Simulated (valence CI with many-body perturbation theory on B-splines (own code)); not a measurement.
## V III: E2, M1 decay

Computed by configuration interaction combined with many-body perturbation theory (CI+MBPT): three valence electrons over a frozen Dirac-Fock core [Ar], radial functions for each j: 9 s, 9 p, 10 d, 8 f, 5 g, 3 h, 1 i, with the one-electron correlation potential Σ1 (screened to all orders), the two-electron term Σ2, the three-electron term Σ3, Breit, model QED; selected single and double excitations, second order for the rest, scaled by the run's own slope (own B-spline code, finite nucleus).

Set against measurement, 63 paired levels are off by 855 cm⁻¹ on average, the worst by 1608. These come from a selection out of Sugar and Corliss, J. Phys. Chem. Ref. Data 7, 1191 (1978). Levels without a partner in it may be off by more, other configurations by 1,000 to 8,000 cm⁻¹. 1 measured level below the end of the list, from 89458 cm⁻¹ on, found no clear computed partner, and computed levels of the same name lie up to 1940 cm⁻¹ from them.

Lines 1 to 50 of 114 in falling wavelength, among levels below 12.675 eV, chosen from the decays that carry over 1 % of a level's rate. Wavelengths and rates use the calculated energies, so an error of 900 cm⁻¹ moves a line at 2578 nm by 23 % and its rate by three times that or more. Electric multipoles are in the length gauge, E1 and E2 with the static RPA response of the core. S is in atomic units (e²a₀⁴ for E2 and M2, e²a₀⁶ for E3), for M1 in squared Bohr magnetons. Weak lines are less certain than strong ones. Lines between different terms over intervals too small for the method are left out, as are lines whose strength nearly cancels and 3 of this kind that miss the measured wavelength by over 7 %.

Letters in brackets count levels of one name in rising energy.

| λ vac (nm) | λ from measured levels | Upper | Lower | Type | A (s⁻¹) | S (a.u.) |
| --- | --- | --- | --- | --- | --- | --- |
| 69810 | 68730 | 3d3 4F_5/2 | 3d3 4F_3/2 | M1 | 1.27e-04 | 9.64e+00 |
| 60850 | 59990 | 3d3 2H_11/2 | 3d3 2H_9/2 | M1 | 5.44e-05 | 5.45e+00 |
| 51520 | 51020 | 3d3 4F_7/2 | 3d3 4F_5/2 | M1 | 3.18e-04 | 1.29e+01 |
| 41710 | 41270 | 3d3 4F_9/2 | 3d3 4F_7/2 | M1 | 3.73e-04 | 1.00e+01 |
| 2578 | 2645 | 3d3 2P_3/2 | 3d3 4P_5/2 | M1 | 6.88e-03 | 1.75e-02 |
| 2466 | 2526 | 3d3 2P_3/2 | 3d3 4P_3/2 | M1 | 8.87e-03 | 1.97e-02 |
| 2420 | 2477 | 3d3 2P_3/2 | 3d3 4P_1/2 | M1 | 4.11e-03 | 8.64e-03 |
| 2419 | 2459 | 3d3 2P_1/2 | 3d3 4P_1/2 | M1 | 1.54e-02 | 1.62e-02 |
| 2126 | 2193 | 3d3 2D_3/2 [a] | 3d3 4P_5/2 | M1 | 4.51e-03 | 6.42e-03 |
| 2096 | 2172 | 3d3 2D_5/2 [a] | 3d3 4P_5/2 | M1 | 2.70e-03 | 5.53e-03 |
| 907.6 | 880.8 | 3d3 2F_7/2 | 3d3 2D_5/2 [a] | E2 | 1.51e-02 | 6.64e+00 |
| 898.2 | 871.7 | 3d3 2F_5/2 | 3d3 2D_5/2 [a] | E2 | 3.57e-03 | 1.12e+00 |
| 892.8 | 868.3 | 3d3 2F_5/2 | 3d3 2D_3/2 [a] | E2 | 1.35e-02 | 4.11e+00 |
| 884.6 | 930.2 | 3d3 2F_7/2 | 3d3 2H_11/2 | E2 | 2.78e-02 | 1.07e+01 |
| 884.6 | 878.5 | 3d3 2G_7/2 | 3d3 4F_9/2 | M1 | 6.78e-04 | 1.39e-04 |
| 870.9 | 894.0 | 3d3 4P_5/2 | 3d3 4F_9/2 | E2 | 3.25e-02 | 8.71e+00 |
| 867.9 | 861.8 | 3d3 2G_9/2 | 3d3 4F_9/2 | M1 | 2.88e-02 | 6.97e-03 |
| 866.2 | 860.2 | 3d3 2G_7/2 | 3d3 4F_7/2 | M1 | 1.18e-02 | 2.27e-03 |
| 866.1 | 888.9 | 3d3 4P_3/2 | 3d3 4F_7/2 | E2 | 2.40e-02 | 4.18e+00 |
| 863.2 | 906.1 | 3d3 2F_5/2 | 3d3 2H_9/2 | E2 | 3.33e-02 | 8.54e+00 |
| 857.3 | 879.6 | 3d3 4P_1/2 | 3d3 4F_5/2 | E2 | 1.97e-02 | 1.63e+00 |
| 853.1 | 875.0 | 3d3 4P_5/2 | 3d3 4F_7/2 | E2 | 1.15e-02 | 2.78e+00 |
| 851.9 | 846.0 | 3d3 2G_7/2 | 3d3 4F_5/2 | M1 | 1.04e-02 | 1.90e-03 |
| 851.7 | 873.6 | 3d3 4P_3/2 | 3d3 4F_5/2 | E2 | 1.86e-02 | 2.97e+00 |
| 850.2 | 844.2 | 3d3 2G_9/2 | 3d3 4F_7/2 | M1 | 1.09e-02 | 2.49e-03 |
| 846.9 | 868.5 | 3d3 4P_1/2 | 3d3 4F_3/2 | E2 | 3.15e-02 | 2.45e+00 |
| 841.5 | 862.7 | 3d3 4P_3/2 | 3d3 4F_3/2 | E2 | 6.47e-03 | 9.75e-01 |
| 839.6 | 821.2 | 3d3 2F_7/2 | 3d3 2P_3/2 | E2 | 6.71e-03 | 2.00e+00 |
| 839.2 | 860.3 | 3d3 4P_5/2 | 3d3 4F_5/2 | E2 | 2.79e-03 | 6.23e-01 |
| 831.6 | 815.2 | 3d3 2F_5/2 | 3d3 2P_1/2 | E2 | 3.69e-03 | 7.86e-01 |
| 662.6 | 688.5 | 3d3 2D_3/2 [b] | 3d3 2F_5/2 | E2 | 1.97e-01 | 8.97e+00 |
| 661.9 | 687.8 | 3d3 2D_5/2 [b] | 3d3 2F_7/2 | E2 | 1.98e-01 | 1.35e+01 |
| 640.9 | 657.5 | 3d3 2P_3/2 | 3d3 4F_7/2 | E2 | 6.31e-04 | 2.44e-02 |
| 634.9 | 643.5 | 3d3 2F_7/2 | 3d3 2G_9/2 | E2 | 9.11e-02 | 6.71e+00 |
| 634.9 | 643.5 | 3d3 2F_7/2 | 3d3 2G_9/2 | M1 | 6.24e-03 | 4.74e-04 |
| 633.1 | 649.1 | 3d3 2P_3/2 | 3d3 4F_5/2 | M1 | 1.46e-02 | 5.50e-04 |
| 633.0 | 647.9 | 3d3 2P_1/2 | 3d3 4F_5/2 | E2 | 3.22e-04 | 5.85e-03 |
| 630.3 | 638.6 | 3d3 2F_5/2 | 3d3 2G_9/2 | E2 | 2.91e-03 | 1.55e-01 |
| 627.4 | 643.1 | 3d3 2P_3/2 | 3d3 4F_3/2 | M1 | 8.88e-03 | 3.25e-04 |
| 627.3 | 641.9 | 3d3 2P_1/2 | 3d3 4F_3/2 | E2 | 1.77e-04 | 3.07e-03 |
| 626.2 | 634.5 | 3d3 2F_7/2 | 3d3 2G_7/2 | M1 | 1.23e-02 | 8.99e-04 |
| 626.2 | 634.5 | 3d3 2F_7/2 | 3d3 2G_7/2 | E2 | 8.83e-03 | 6.08e-01 |
| 621.7 | 629.7 | 3d3 2F_5/2 | 3d3 2G_7/2 | E2 | 1.00e-01 | 4.98e+00 |
| 621.7 | 629.7 | 3d3 2F_5/2 | 3d3 2G_7/2 | M1 | 7.11e-03 | 3.80e-04 |
| 606.3 | 623.7 | 3d3 2D_5/2 [a] | 3d3 4F_7/2 | M1 | 5.11e-02 | 2.53e-03 |
| 601.6 | 617.9 | 3d3 2D_3/2 [a] | 3d3 4F_5/2 | M1 | 4.65e-02 | 1.50e-03 |
| 599.2 | 616.2 | 3d3 2D_5/2 [a] | 3d3 4F_5/2 | M1 | 6.36e-03 | 3.04e-04 |
| 596.5 | 612.4 | 3d3 2D_3/2 [a] | 3d3 4F_3/2 | M1 | 2.55e-02 | 8.02e-04 |
| 594.1 | 610.7 | 3d3 2D_5/2 [a] | 3d3 4F_3/2 | M1 | 2.13e-03 | 9.93e-05 |
| 382.8 | 386.2 | 3d3 2D_5/2 [b] | 3d3 2D_5/2 [a] | E2 | 3.83e-01 | 1.68e+00 |
